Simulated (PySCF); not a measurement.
GaHF2, SMILES [F][GaH][F]. Atoms are numbered in the order given.

```xyz
4

Ga     0.0000     0.0000    -0.3203
H      0.0000     0.0000    -1.8535
F      0.0000    -1.4470     0.6546
F      0.0000     1.4470     0.6546
```
Charge 0, spin multiplicity 1.

Coordinates come from a ωB97X-D3(BJ)/def2-TZVP optimisation.

These are PBE0/def2-TZVPD (PySCF) values and carry that method's errors.

The molecule is in vacuum.

```yaml
total_energy: -2124.86775 hartree
point_group: C2v
highest_occupied_level: -10.45 eV
lowest_empty_level: -1.45 eV
orbital_gap: 9.00 eV
dipole_moment: 2.62 D
quadrupole, principal values (traceless, Buckingham form, about the centre of nuclear charge): -7.69, 0.42, 7.27 D·Å
mean_static_polarisability: 26.7 bohr³ (3.95 Å³)
polarisability_principal_values: 22.3, 28.2, 29.5 bohr³
```
